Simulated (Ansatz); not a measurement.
One change: `FC[SiH2][SeH]` becomes `FC[SiH2]CI`.

Ansatz, PBE0-D4/def2-TZVP geometries, multiplicity 1. Each molecule was computed in one conformer, which needn't be the lowest.

Elements past krypton have def2 core potentials. Scalar relativity is left out up to krypton. Spin–orbit coupling is left out; it splits and shifts lone-pair levels of the heavy atoms by tenths of an eV.

```
                                          property  `FC[SiH2][SeH]`
                HOMO energy (PBE0/def2-TZVPP) / eV            -7.15
                 HOMO energy (PBE/def2-TZVPP) / eV            -5.99
           HOMO–LUMO gap (ωB97M-V/def2-TZVPP) / eV            11.07
              HOMO–LUMO gap (PBE0/def2-TZVPP) / eV             7.13
size of the dipole moment (ωB97M-V/def2-TZVPP) / D             2.15
             HOMO–LUMO gap (B3LYP/def2-TZVPP) / eV             6.62
```

Problem. Give the same properties after the change, and the shifts. (Best estimate.)

Solution. Computed: 
| property | `FC[SiH2]CI` | shift |
| --- | --- | --- |
| HOMO energy (PBE0/def2-TZVPP) / eV | -7.36 | -0.21 |
| HOMO energy (PBE/def2-TZVPP) / eV | -6.23 | -0.24 |
| HOMO–LUMO gap (ωB97M-V/def2-TZVPP) / eV | 10.29 | -0.78 |
| HOMO–LUMO gap (PBE0/def2-TZVPP) / eV | 6.23 | -0.90 |
| size of the dipole moment (ωB97M-V/def2-TZVPP) / D | 1.35 | -0.80 |
| HOMO–LUMO gap (B3LYP/def2-TZVPP) / eV | 5.76 | -0.86 |

With PBE0 the HOMO falls by 0.21 eV and the LUMO falls by 1.11 eV, so the gap narrows by about 0.90 eV. PBE moves the HOMO by -0.24 eV and ωB97M-V by -0.20 eV. Dipoles are sizes alone; their direction can turn.

Positive LUMOs are unbound, so they and the gaps depend on the basis.

B3LYP here is the variant with VWN-RPA as its local correlation; programs differ in this.
